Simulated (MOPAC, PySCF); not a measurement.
H2F2S2Si, SMILES `F[Si](S)(S)F` (S–Si–S–H torsion 49°, S–Si–S–H torsion 49°), neutral singlet in the gas phase. 

Cartesian coordinates (Å):
```xyz
7

F      0.3391     1.7141    -0.9675
Si    -0.0252     0.5915     0.0864
F     -0.4688     1.3321     1.4123
S      1.6360    -0.5634     0.6654
S     -1.5914    -0.4842    -0.8184
H      1.7048    -1.1751    -0.5297
H     -1.5945    -1.4150     0.1514
```
Charge 0, multiplicity 1.

All levels are single points at this geometry (PBE0-D3(BJ)/def2-TZVP); Pople sets use spherical d functions. Orbital energies aren't observables, and empty levels follow the basis.

B3LYP/LANL2DZ in PySCF gives gap (eV) = 7.49.

### Question
Estimate the gap (eV) from each of these levels: TPSSh-D3(BJ)/def2-TZVP in PySCF; B3LYP/6-311+G** in PySCF; B3LYP/6-31G* in PySCF; SVWN5/6-31G* in PySCF; HF/3-21G in PySCF; HF/6-31G* in PySCF; HF/STO-3G in PySCF; PM3 in MOPAC.

### Answer

```tsv
level	gap (eV)
TPSSh-D3(BJ)/def2-TZVP in PySCF	6.75
B3LYP/6-311+G** in PySCF	7.08
B3LYP/6-31G* in PySCF	7.56
SVWN5/6-31G* in PySCF	5.76
HF/3-21G in PySCF	14.86
HF/6-31G* in PySCF	14.78
HF/STO-3G in PySCF	16.84
PM3 in MOPAC	7.46
```
